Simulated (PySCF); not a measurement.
Species: C5H11ClSi.
Z-matrix (Å and degrees, GFN2-xTB geometry), rows numbered from 1:
```
Si
C   1  1.9080
C   2  1.5281  1  114.76
C   3  1.5269  2  103.17  1  -165.96
C   4  1.5358  3  104.16  2    38.41
C   2  1.5235  1  114.45  3  -118.81
Cl  6  1.7926  2  109.59  1    33.67
H   1  1.4587  2  110.54  3    40.34
H   1  1.4612  2  108.93  3   163.73
H   1  1.4667  2  106.37  3   -78.26
H   2  1.0957  1  109.42  3   121.35
H   3  1.0913  2  109.93  1   -48.79
H   3  1.0888  2  112.50  1    72.28
H   4  1.0888  3  112.67  2   160.05
H   4  1.0916  3  109.65  2   -79.37
H   5  1.0901  4  111.64  3  -141.58
H   5  1.0895  4  110.70  3    98.32
H   6  1.0906  2  112.60  1   -82.38
```

Computed with PySCF, TDDFT PBE0/def2-SVPD, vertical, gas phase, core orbitals frozen in the response.

Kohn–Sham orbitals with the atoms that hold most of them (Löwdin shares over 4%, at most four atoms; ? is withheld):

```tsv
orbital	ε (eV)	atoms
LUMO+2	1.08	Si1 25%, H15 8%, H16 8%, H9 7%
LUMO+1	0.45	Si1 18%, Cl7 13%, H11 10%, C6 9%
LUMO	0.31	?
HOMO	?	Cl7 60%, C2 7%, C5 5%, Si1 5%
HOMO-1	-8.34	?
HOMO-2	-8.56	C2 28%, Si1 21%, Cl7 9%, C6 7%
HOMO-3	-9.32	Si1 29%, H10 25%, C2 9%, C6 7%
```

(1) Give the leading atoms of the HOMO-1.

(2) Give the leading atoms of the LUMO.

(3) What is the HOMO energy, and the HOMO–LUMO gap?

Results:

(1) Cl7 (bonded to C) 66%; C6 (bonded to 2 C, Cl and H) 11%; H18 (bonded to C) 5%; C2 (bonded to 2 C, Si and H) 5%. By element: chlorine 66%, carbon 16% or more, hydrogen 5% or more.

(2) Cl7 (bonded to C) 33%; C6 (bonded to 2 C, Cl and H) 16%; Si1 (bonded to C and 3 H) 10%; C5 (bonded to 2 C and 2 H) 6%. By element: chlorine 33%, carbon 22% or more, silicon 10%.

(3) ε(HOMO) = -8.26 eV; the gap is 8.57 eV (0.3149 hartree).

**Question.** The HOMO–LUMO gap is 8.57 eV. Where does the response calculation put the lowest singlet, and from which orbitals?

**Answer.** S1 is at 7.08 eV (f = 0.0022), 1.49 eV below the gap, made of HOMO-1→LUMO (41%), HOMO→LUMO (41%). Its leading pair isn't HOMO and LUMO; the energies of that pair differ by 8.65 eV. Without the coupling terms of the response equations the lowest excitation would equal the gap.

**Question.** One configuration dominates each of S5 and S6. Which, and how do the shares of the two leading atoms of either orbital change from the occupied to the empty one?

**Answer.** 
- S5 (7.73 eV, f 0.017), HOMO-1→LUMO+1 (82%): Cl7 66% → 13%, C6 11% → 9%, Si1 at most 5% → 18%
- S6 (7.88 eV, f 0.019), HOMO-2→LUMO+1 (85%): C2 28% → at most 10%, Si1 21% → 18%, Cl7 9% → 13%

One conformer stands for the species.

Without π bonds the low states are Rydberg-like; a valence basis with one diffuse set may place them up to an eV too high.
